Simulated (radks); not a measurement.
The numbers below are computed, except where a source is named.
Successive ionisation energies (eV) of one element, from differences of total energies of ions in their ground configurations, starting at charge 22: 1061.5, 1129.7, 1199.3, 1270.4, 1342.9, 1541.6, 1607.6, 1674.1, 1741.3, 1808.9, 1876.8, 2013.5, 2075.0, 5003.9, 5192.9, 5384.0, 5576.8, 5770.8, 5965.2, 6238.3, 6389.7, 26807. Code: a radial shooting solver on a logarithmic mesh with Libxc functionals. Model: non-relativistic Kohn-Sham, LDA (Slater exchange, Perdew-Wang correlation), spin-unpolarised, spherical densities, point nucleus; relativity is left out, which matters for an element this heavy. Which element is it?

Answer. Rhodium (Z = 45). The first species listed is Rh22+ in [Ar] 3d5, the last Rh43+ in [He].
